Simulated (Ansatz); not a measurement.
Molecule: MnBr (charge 0, septet). The spin state was set by rule; other spins were not relaxed. 
Coordinates optimised at B3LYP-D3(BJ)/def2-TZVP (Ansatz, a program for electronic structure):
```
Mn
Br 1 2.4108
```
Charge 0, spin multiplicity 7.

Total electronic energies in hartree. Correlated levels leave the core frozen unless marked. UHF or UKS for open shells. No spin-orbit coupling. The frozen core is the preceding noble-gas configuration, with the filled d and f shells of earlier blocks. No relativistic terms. Basis-set limits of correlation are two-point, X^-3; Hartree-Fock from the larger set.

```
level                                        program  energy (Eh)
------------------------------------  --------------  -----------
HF/STO-3G                                     Ansatz  -3682.40010
HF/6-31G                                      Ansatz  -3721.84890
RI-HF/def2-TZVPPD                             Ansatz  -3722.34942
BHLYP-D4/def2-TZVPD                   Ansatz + dftd4  -3725.18481
r2SCAN0-D4/def2-TZVPD                 Ansatz + dftd4  -3725.15974
CAM-B3LYP-D4/def2-TZVPD               Ansatz + dftd4  -3725.38787
LC-wPBE-D3(BJ)/def2-TZVPD             Ansatz + dftd3  -3724.65520
PBE-QIDH/def2-TZVPD                           Ansatz  -3724.11193
MP2/6-31G                                     Ansatz  -3721.92638
MP2/def2-QZVPP                                Ansatz  -3722.71503
SCS-MP2/STO-3G                                Ansatz  -3682.41127
CCSD/CBS(def2-TZVPP,def2-QZVPP)               Ansatz   -3722.7552
CCSD(T)/def2-TZVPPD                           Ansatz  -3722.64934
CCSD(T)/def2-QZVPPD                           Ansatz  -3722.74869
CCSD(T)/CBS(def2-TZVPPD,def2-QZVPPD)          Ansatz   -3722.7690
```

Totals of different functionals don't rank their quality; only differences between species are comparable.
